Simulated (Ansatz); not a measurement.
H$_{7}$N$_{4}$V, SMILES `[NH]=[V]([NH2])([NH2])[NH2]`: the same geometry under several functionals.

```yaml
crystal:
  periodic: [false, false, false]
  atoms:
    - {symbol: N, position_ang: [-1.584334, 0.152011, 0.837503]}
    - {symbol: V, position_ang: [-0.153133, -0.020035, 0.090262]}
    - {symbol: N, position_ang: [1.000464, -0.710738, 1.338887]}
    - {symbol: N, position_ang: [0.656010, 1.538244, -0.525593]}
    - {symbol: N, position_ang: [-0.470959, -1.031461, -1.407320]}
    - {symbol: H, position_ang: [-2.378176, 0.662410, 1.203919]}
    - {symbol: H, position_ang: [0.750545, -1.027734, 2.261854]}
    - {symbol: H, position_ang: [1.939851, -0.994246, 1.094587]}
    - {symbol: H, position_ang: [0.303437, 2.021101, -1.340592]}
    - {symbol: H, position_ang: [1.071919, 2.199314, 0.116066]}
    - {symbol: H, position_ang: [-1.341765, -1.480390, -1.641893]}
    - {symbol: H, position_ang: [0.283039, -1.363676, -1.993579]}
basis:
  gaussian: {orbitals: def2-TZVPP}
hamiltonian: {xc: {name: BLYP}, dispersion: d4}
output: {orbitals: {seedname: orbitals}}
```

```sh
$ ansatz run in.yaml --threads 2 --pin off --events-out ev --progress --plain --max-ram 32768MiB --backend cpu
```

It prints (some lines left out):

```
Functional definition: BLYP
1473 factors; their error is unknown
mean field evaluation 1: about -31728.4123 eV, gradient 1.5e2 eV
mean field evaluation 2: about -31291.3387 eV, gradient 5.5e2 eV
mean field evaluation 4: about -31692.4176 eV, gradient 2.5e2 eV
mean field evaluation 8: about -31766.8584 eV, gradient 2.9e-1 eV
mean field -31766.85848779 eV, -1167.4105170761 hartree, gradient 2.3e-5 eV, S^2 0.000000; 0 other end points of the search recorded, 0 dependent functions left out
reference -31766.85885316 eV, -1167.4105305033 hartree; 29, 29 occupied and 257, 257 virtual orbitals, 1473 factors
Total energy: -31767.41088698 eV, -1167.4308173721 hartree
```

It took 7 s on 2 threads of a server CPU on a shared host, with 0.43 GiB of host memory at the peak.

With the line `hamiltonian: {xc: {name: PBE-QIDH}}` (abridged; 22 s):

```
Functional definition: PBE-QIDH
mean field evaluation 16: about -31733.8380 eV, gradient 6.8e-3 eV
mean field -31733.83802787 eV, -1166.1970375564 hartree, gradient 7.4e-6 eV, S^2 0.000000; unrestricted orbitals would lower it
9 core orbitals not correlated: weight in the atoms' cores, before any rotation towards them, 1.000 or more for the frozen orbitals, at most 0.000 for the correlated occupied ones
second order -48.59650273 eV of doubles, -0.00000000 eV of singles
Total energy: -31750.03687629 eV, -1166.7923342558 hartree
```

Changing it to `hamiltonian: {xc: {name: B97M-V}}` (abridged; 22 s):

```
Functional definition: B97M-V
mean field -31759.54702709 eV, -1167.1418258513 hartree, gradient 1.7e-5 eV, S^2 0.000000
Total energy: -31759.54709492 eV, -1167.1418283441 hartree
```

Changing it to `hamiltonian: {xc: {name: wB97M-V}}` and forces (abridged; 33 s):

```
Functional definition: wB97M-V
mean field evaluation 16: about -31761.8788 eV, gradient 1.6e-3 eV
mean field -31761.87881388 eV, -1167.2275174355 hartree, gradient 3.8e-5 eV, S^2 0.000000
Total energy: -31761.87886855 eV, -1167.2275194444 hartree
Atom 0 force     0.122407     0.007187    -0.068553 eV/Å
Atom 1 force    -0.249439    -0.028780     0.137795 eV/Å
Atom 2 force     0.068356    -0.026629     0.049370 eV/Å
Atom 3 force     0.039583     0.092474    -0.031624 eV/Å
Atom 4 force     0.000521    -0.042791    -0.077885 eV/Å
Atom 5 force     0.037858    -0.005882    -0.018615 eV/Å
Atom 6 force     0.016850    -0.003406    -0.028321 eV/Å
Atom 7 force    -0.030968     0.008062     0.022016 eV/Å
Atom 8 force     0.015612     0.000470     0.033134 eV/Å
Atom 9 force    -0.017466    -0.008471    -0.031526 eV/Å
Atom 10 force     0.032954    -0.000128     0.002355 eV/Å
Atom 11 force    -0.036268     0.007894     0.011855 eV/Å
Dipole moment:     0.062935    -0.008117    -0.033575 e Å
```

With the line `hamiltonian: {xc: {name: B3LYP}, dispersion: d4}` and forces (abridged; 15 s):

```
Functional definition: B3LYP
mean field evaluation 16: about -31767.3905 eV, gradient 8.7e-4 eV
mean field -31767.39045246 eV, -1167.4300664174 hartree, gradient 1.1e-5 eV, S^2 0.000000
Total energy: -31767.79961942 eV, -1167.4451030258 hartree
Atom 0 force    -0.571562     0.090604     0.293737 eV/Å
Atom 1 force     0.232488    -0.023636    -0.120684 eV/Å
Atom 2 force     0.207472    -0.110992     0.206091 eV/Å
Atom 3 force     0.121136     0.229032    -0.091898 eV/Å
Atom 4 force    -0.042862    -0.166709    -0.261924 eV/Å
Atom 5 force    -0.005397     0.000236     0.003948 eV/Å
Atom 6 force     0.027002    -0.019706     0.013347 eV/Å
Atom 7 force     0.015582    -0.015891     0.027634 eV/Å
Atom 8 force     0.016277     0.033256     0.000009 eV/Å
Atom 9 force     0.006534     0.029688    -0.019711 eV/Å
Atom 10 force     0.005854    -0.024540    -0.025542 eV/Å
Atom 11 force    -0.012525    -0.021341    -0.025006 eV/Å
Dipole moment:     0.086630    -0.013110    -0.045760 e Å
```

The same input with `hamiltonian: {xc: lda}` (abridged; 4.2 s):

```
Functional definition: SPW92
mean field -31660.45032738 eV, -1163.5000893072 hartree, gradient 2.0e-5 eV, S^2 0.000000
Total energy: -31660.45036954 eV, -1163.5000908566 hartree
```

B3LYP takes the VWN-RPA correlation (the form of Gaussian; ORCA's B3LYP/G).
